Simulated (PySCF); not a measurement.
## Polarisability and C₆ of Cd (cadmium, neutral)

[Kr] 4d10 5s2, closed-shell 1S. All numbers are calculated (PySCF 2.14, a scalar-relativistic core potential, in aug-cc-pwCVTZ-PP with ECP28MDF). Coupled (time-dependent) response in atomic units; α is the mean over directions.

```
   method  mean α (bohr³)  C₆ (like pair)  S(−4)
CAM-B3LYP           48.35           430.0   1113
     BLYP           45.17           395.7  961.1
```

S(−4) is the Cauchy moment in α(ω) = α(0) + S(−4) ω² + …

Reference α: 46 ± 2 bohr³ (recommended; Schwerdtfeger and Nagle, table of static dipole polarizabilities (2023 update)). Published C₆: 405.0 (Gould and Bucko (2016)).

α(iu) at BLYP:

```json
{"u (hartree)": "0", "α(iu) (bohr³)": "45.17"}
{"u (hartree)": "0.0500", "α(iu) (bohr³)": "42.92"}
{"u (hartree)": "0.100", "α(iu) (bohr³)": "37.51"}
{"u (hartree)": "0.200", "α(iu) (bohr³)": "25.98"}
{"u (hartree)": "0.300", "α(iu) (bohr³)": "18.30"}
{"u (hartree)": "0.500", "α(iu) (bohr³)": "10.82"}
{"u (hartree)": "0.750", "α(iu) (bohr³)": "7.021"}
{"u (hartree)": "1.00", "α(iu) (bohr³)": "5.156"}
{"u (hartree)": "1.50", "α(iu) (bohr³)": "3.261"}
{"u (hartree)": "2.00", "α(iu) (bohr³)": "2.279"}
{"u (hartree)": "3.00", "α(iu) (bohr³)": "1.294"}
{"u (hartree)": "5.00", "α(iu) (bohr³)": "0.5741"}
```

A single London oscillator, α(iu) = α/(1 + u²/ω²), gives C₆ = (3/4) ω α². Matching the computed C₆ needs ω = 4 × 395.7 / (3 × 45.17²) = 0.259 hartree.

Energies and moments cover only the electrons outside the core potential.
